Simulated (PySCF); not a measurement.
Ta(O)(F)3, F₃OTa, SMILES [O]=[Ta]([F])([F])[F] (B3LYP/def2-SVP optimised geometry):

```
5

Ta    -0.588    -0.872     0.000
O     -1.088    -1.615    -1.467
F     -1.283    -1.906     1.411
F     -1.294     0.872     0.000
F      1.294    -0.872     0.000
```

Computed with PySCF 2.14.0 with B3LYP/def2-TZVP, def2 effective core potentials past Kr.

Task: What are the frontier orbital energies and the dipole moment?

Result: HOMO-2 -10.44 eV, HOMO-1 -10.04 eV, HOMO -10.04 eV, LUMO -2.08 eV, LUMO+1 -2.07 eV; dipole moment 1.85 D.
